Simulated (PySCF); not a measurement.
F2Sb (SMILES [F][Sb+][F]), charge +1, singlet, geometry from GFN2-xTB (core potentials on Sb).

PySCF was given this input:
```python
from pyscf import gto, scf, dft, solvent

mol = gto.Mole()
mol.atom = '''
    Sb    0.27132303    0.18031783    0.15614355
    F    -0.93076724    0.46793040   -1.29124916
    F    -0.60672993   -1.48973142    0.40643573
'''
mol.basis = 'def2-svpd'
mol.ecp = {'Sb': 'def2-svpd'}
mol.charge = 1
mol.verbose = 4
mol.build()

mf = dft.RKS(mol)
mf.xc = 'b3lyp'
mf.kernel()
```

Question: Predict the nuclear repulsion energy from B3LYP/def2-SVPD run with PySCF.

Answer: 131.5166 Eh

Question: Predict the HOMO-LUMO gap from B3LYP/def2-SVPD.

Answer: 5.80 eV

Question: Give the HOMO energy at the level B3LYP/def2-SVPD.

Answer: -17.36 eV
